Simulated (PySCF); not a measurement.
C3H5NSSi. Atoms are numbered in the order given.

```xyz
11

Si     0.0843    -2.3944     0.0000
C     -0.0175    -0.5170     0.0000
C      1.0473     0.3601     0.0000
S      0.4909     1.9933     0.0000
C     -1.1473     1.3924     0.0000
N     -1.2594     0.0976     0.0000
H      1.5213    -2.7837     0.0000
H     -0.5774    -2.9503    -1.2101
H     -0.5774    -2.9503     1.2101
H      2.1120     0.1318     0.0000
H     -1.9914     2.0852     0.0000
```

Geometry: TPSSh-D3(BJ)/def2-SVP.

Method: SMD-PBE0/def2-SVP run with PySCF.

Solvation free energies are E(SMD) − E(gas) at the gas-phase geometry, for 1 M in both phases. In vacuum the dipole moment is 1.68 D.

```
solvent        ΔG(solv) (kcal/mol)  its non-electrostatic (CDS) part  dipole (D)
-------------  -------------------  --------------------------------  ----------
water                            ?                                 ?           ?
cyclohexanone                 -2.9                               1.0        2.31
acetonitrile                  -3.6                               0.6        2.36
```

### Question
Some entries are withheld; supply them. (An estimate is asked for; the answer gives what the named calculation found.)

### Answer

- water, ΔG(solv) (kcal/mol): -0.9
- water, its non-electrostatic (CDS) part: 3.4
- water, dipole (D): 2.38
